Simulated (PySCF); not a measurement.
NbI3: Nb(III) (d2), charge 0. The structure is a model geometry with rigid ligands and bond lengths from ionic radii, not a minimum; coordination trigonal planar, point group D3h, metal–donor distances 2.60 Å.

The d shell alone is too small an active space for NbI3 (an active orbital has only 0.68 squared overlap with the free ion's shell): its levels, fitted parameters, g values and moments show what this model gives and aren't sound predictions.

```
4

Nb    0.000    0.000    0.000
I     2.600    0.000    0.000
I    -1.300    2.252    0.000
I    -1.300   -2.252    0.000
```

Method (PySCF 2.14, density fitting): CASSCF(2,5) with orbitals averaged over all microstates of the shell, strongly contracted NEVPT2 on the averaged canonical orbitals; basis x2c-TZVPall on the metal, x2c-SVPall elsewhere; spin-free X2C; gas phase; spin-orbit coupling by state interaction with the mean-field operator over all roots.

**Question.** Which term lies lowest, and with what spin?

**Answer.** 3E'' (S = 1, orbital degeneracy 2), orbital occupations from the lowest 0.9 0.5 0.5 0.0 0.0, by NEVPT2.

**Question.** List the excited states of the same spin.

**Answer.** By NEVPT2: 3A2' at 3875 cm⁻¹; 3E' at 8021 cm⁻¹ (1247 nm); 3A2'' at 14676 cm⁻¹ (681 nm); 3A1'' at 14683 cm⁻¹ (681 nm); 3E'' at 17036 cm⁻¹ (587 nm); 3A2' at 30112 cm⁻¹ (332 nm). The strongest, at 17036 cm⁻¹, has f = 2.8e-03.

**Question.** Which is the lowest state of another spin?

**Answer.** 1A1' at 3341 cm⁻¹ by NEVPT2; CASSCF alone puts it at 6377 cm⁻¹ above the same ground state.

**Question.** Give the fitted ligand-field and repulsion parameters.

**Answer.** At CASSCF level (the NEVPT2 levels don't fit a ligand-field model well): orbital energies 0, 4273, 4273, 14561, 14561 cm⁻¹; B = 522 cm⁻¹; C = 2324 cm⁻¹; B over its free-ion value at the same level 0.680; the fit misses the states by 792 cm⁻¹ rms, so splittings below that are unsure; spin-orbit coupling on the heavy ligands mixes in, so no single ζ describes it.

**Question.** What magnetic behaviour follows?

**Answer.** Degenerate or low-lying orbital states mix with the ground state, so no spin-only Hamiltonian applies. The lowest spin-orbit level is 1-fold; the next lies at 199.1 cm⁻¹. μeff is 2.24 μB at 300 K and 0.44 μB at 10 K; the spin-only value is 2.83 μB.

The geometry is a model, and the complex may not exist in this form. Charge-transfer states lie outside this active space and may come lower than some of these levels. The ground state is orbitally degenerate in this regular structure, which would distort (Jahn–Teller), so its moment is that of the undistorted model. NEVPT2 lifts 3A2'' from 12104 to 14676 cm⁻¹; on the d shell alone such lifts tend to overshoot. NEVPT2 on the d shell alone tends to put d–d bands too high for such charged or covalently bound ions.

The job took 50 s on one thread of Arm Neoverse V1 (shared host), with 171 basis functions and a peak of 0.57 GiB, launched as `OMP_NUM_THREADS=1 python lf_run.py task.json out`.
